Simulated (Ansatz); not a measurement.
Stepwise reaction of `[O]=[W]([OH])([OH])([Cl])[Cl]` with water, as a gas-phase model of exchange steps in deposition or etching. ΔE in kJ/mol.

Computed with Ansatz on PBE0-D4/def2-TZVP structures; ΔE is electronic, products minus reactants. CBS: MP2 limit from def2 TZ/QZ plus the TZ coupled-cluster correction, frozen cores. This one scheme is used for every species. DFT in def2-TZVPP. B3LYP here is the variant with VWN-RPA as its local correlation; programs differ in this. Elements past krypton have def2 core potentials. For W outer-core shells are correlated without core-valence functions, which leaves a few kJ/mol of doubt a bond. One conformer a species, not always the lowest.

```csv
step,reaction,PBE-D4,B3LYP-D4,ωB97M-V,CCSD(T)/CBS
1,`[O]=[W]([OH])([OH])([Cl])[Cl]` + H₂O → `[O]=[W]([OH])([OH])([OH])[Cl]` + HCl,43.9,41.1,37.4,39.0
```

**Question.** Give the row of step 2, `[O]=[W]([OH])([OH])([OH])[Cl]` + H₂O → `[O]=[W]([OH])([OH])([OH])[OH]` + HCl. (Estimate.)

**Answer.** Ansatz gave: 
| step | reaction | PBE-D4 | B3LYP-D4 | ωB97M-V | CCSD(T)/CBS |
| --- | --- | --- | --- | --- | --- |
| 2 | `[O]=[W]([OH])([OH])([OH])[Cl]` + H₂O → `[O]=[W]([OH])([OH])([OH])[OH]` + HCl | 8.3 | 3.6 | 2.4 | 14.6 |

**Question.** By hand: ΔE of the 2 steps together at CCSD(T)/CBS.

**Answer.** (39.0) + (14.6) = 53.6 kJ/mol, or 26.8 kJ/mol a step.

In ΔE each step is lower than the one before. All are uphill at CCSD(T)/CBS. PBE-D4 differs from CCSD(T)/CBS by -6.3 to 4.9 kJ/mol a step. Only this route is followed, and other bonds may react first. Isolated molecules leave out the surface, adducts and barriers. Largest T1 diagnostic: 0.022.
